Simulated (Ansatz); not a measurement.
Geometry optimisation of C2H3BBrF (`B/C(Br)=C\F`).

```yaml
crystal:
  periodic: [false, false, false]
  atoms:
    - {symbol: B, position_ang: [0.349737, 1.293670, 0.050345]}
    - {symbol: C, position_ang: [0.347620, -0.237256, 0.173915]}
    - {symbol: Br, position_ang: [1.834917, -1.156450, 0.964695]}
    - {symbol: C, position_ang: [-0.667946, -1.041693, -0.250147]}
    - {symbol: F, position_ang: [-1.766321, -0.558030, -0.818611]}
    - {symbol: H, position_ang: [-0.610590, 1.836902, -0.456369]}
    - {symbol: H, position_ang: [1.288587, 1.949469, 0.448974]}
    - {symbol: H, position_ang: [-0.683904, -2.143613, -0.168602]}
basis:
  gaussian: {orbitals: def2-TZVP}
hamiltonian: {xc: pbe0, dispersion: d4}
relax: {f_tol: 0.005, max_steps: 150}
```

```sh
$ ansatz run in.yaml --threads 4 --pin off --events-out ev --progress --plain --max-ram 10444MiB
```

Shortened log:

```
Functional definition: PBE0
mean field -75548.82472979 eV, -2776.3680999872 hartree, gradient 2.6e-5 eV, S^2 0.000000; 0 other end points of the search recorded, 0 dependent functions left out
relax step   1: F+E_penalty+E_count = -75548.97017226 eV  Δ(F+E_penalty+E_count) = +0.000e0 eV  max|allowed force component| = 7.552e-1 eV/Å  Δτ_max = 0.0000 Å  (29 SCF iters, accepted)
mean field -75548.86344381 eV, -2776.3695227013 hartree, gradient 8.6e-6 eV, S^2 0.000000; 0 other end points of the search recorded, 0 dependent functions left out
relax step   2: F+E_penalty+E_count = -75549.00977687 eV  Δ(F+E_penalty+E_count) = -3.960e-2 eV  max|allowed force component| = 1.786e-1 eV/Å  Δτ_max = 0.0263 Å  (34 SCF iters, accepted)
mean field -75548.86572758 eV, -2776.3696066280 hartree, gradient 8.4e-6 eV, S^2 0.000000; 0 other end points of the search recorded, 0 dependent functions left out
relax step   3: F+E_penalty+E_count = -75549.01228396 eV  Δ(F+E_penalty+E_count) = -2.507e-3 eV  max|allowed force component| = 1.204e-2 eV/Å  Δτ_max = 0.0097 Å  (35 SCF iters, accepted)
mean field -75548.86567552 eV, -2776.3696047148 hartree, gradient 8.4e-6 eV, S^2 0.000000; 0 other end points of the search recorded, 0 dependent functions left out
relax step   4: F+E_penalty+E_count = -75549.01222948 eV  Δ(F+E_penalty+E_count) = +5.448e-5 eV  max|allowed force component| = 4.264e-2 eV/Å  Δτ_max = 0.0035 Å  (35 SCF iters, rejected (line search))
mean field -75548.86576273 eV, -2776.3696079198 hartree, gradient 8.4e-6 eV, S^2 0.000000; 0 other end points of the search recorded, 0 dependent functions left out
relax step   5: F+E_penalty+E_count = -75549.01231400 eV  Δ(F+E_penalty+E_count) = -3.004e-5 eV  max|allowed force component| = 5.099e-3 eV/Å  Δτ_max = 0.0017 Å  (35 SCF iters, accepted)
mean field -75548.86576403 eV, -2776.3696079676 hartree, gradient 8.4e-6 eV, S^2 0.000000; 0 other end points of the search recorded, 0 dependent functions left out
relax step   6: F+E_penalty+E_count = -75549.01231465 eV  Δ(F+E_penalty+E_count) = -6.505e-7 eV  max|allowed force component| = 5.561e-4 eV/Å  Δτ_max = 0.0004 Å  (35 SCF iters, accepted)
mean field -75548.86576403 eV, -2776.3696079676 hartree, gradient 8.4e-6 eV, S^2 0.000000; 1 other end points of the search recorded, 0 dependent functions left out
Total energy: -75549.01234331 eV, -2776.3749946567 hartree
Atom 0 at     0.343126     1.285265     0.047777 Å, force    -0.000055    -0.000477    -0.000000 eV/Å
Atom 1 at     0.340769    -0.237446     0.170346 Å, force     0.000353     0.000104     0.000133 eV/Å
Atom 2 at     1.813718    -1.149097     0.953870 Å, force    -0.000059     0.000021    -0.000028 eV/Å
Atom 3 at    -0.654088    -1.031405    -0.244372 Å, force     0.000218     0.000556     0.000054 eV/Å
Atom 4 at    -1.745530    -0.549780    -0.809198 Å, force    -0.000234     0.000150    -0.000139 eV/Å
Atom 5 at    -0.601255     1.816735    -0.450300 Å, force    -0.000088    -0.000040    -0.000018 eV/Å
Atom 6 at     1.268657     1.922981     0.441773 Å, force    -0.000103     0.000002    -0.000040 eV/Å
Atom 7 at    -0.673297    -2.114253    -0.165695 Å, force    -0.000031    -0.000315     0.000039 eV/Å
Dipole moment:    -0.148776    -0.185549    -0.056594 e Å
```

It took 21 s on 4 threads of an Arm Neoverse V2 on a shared host, with 0.46 GiB of host memory at the peak.
